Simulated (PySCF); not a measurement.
Method: B3LYP-D3(BJ)/def2-TZVP // PBE0-D4/def2-TZVP (PySCF). Gas-phase values, no solvent. One relaxed conformer stands for a flexible species; it need not be the lowest. B3LYP has the VWN-RPA correlation part, as in Gaussian. 

Reference species (SMILES): `CN[SiH2]Cl` (C–N–Si–Cl torsion 69°) (neutral, multiplicity 1).

```
Property         Value
-------------  -------
HOMO–LUMO gap  7.39 eV
```

Changed species: `N#CC[SiH2]Cl` (X = cyanomethyl; the reference has X = methylamino).

Predict the effect on the HOMO–LUMO gap.

the HOMO–LUMO gap increases by 0.88 eV, to 8.27 eV.
